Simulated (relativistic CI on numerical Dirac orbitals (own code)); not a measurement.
Spin-allowed bands of a d7 ion in a tetrahedral site, by hand

Problem. Take Δ = 8700 cm⁻¹ and B = 750 cm⁻¹ for a d7 ion in a tetrahedral site. Calculate the three spin-allowed bands.

Working.
1. The terms of highest spin are 4F (energy 0) and 4P (15B = 11250 cm⁻¹). Here the F term splits into A2 at −1.2Δ = -10440, T2 at −0.2Δ = -1740 and T1 at +0.6Δ = 5220 cm⁻¹.
2. The two T1 states mix through the element 0.4Δ: H = [[5220, 3480], [3480, 11250]], with roots ½(H₁₁ + H₂₂) ∓ ½√[(H₂₂ − H₁₁)² + 4H₁₂²] = ½(16470) ∓ ½(9209) = 3631 and 12839 cm⁻¹.
3. The ground term is 4A2 at -10440 cm⁻¹.
4. Bands: 4T2 8700 cm⁻¹ (1149 nm), 4T1(F) 14071 cm⁻¹ (711 nm), 4T1(P) 23279 cm⁻¹ (430 nm).

Check. Exact diagonalisation of the whole d7 shell with these parameters gives 4T2 8700, 4T1 14071, 4T1 23279 cm⁻¹. The match is exact, since without spin-orbit coupling no other term has this spin. The ratio of the second band to the first, 1.617, depends on Δ/B = 11.6 alone, which is how a Tanabe-Sugano diagram is read.
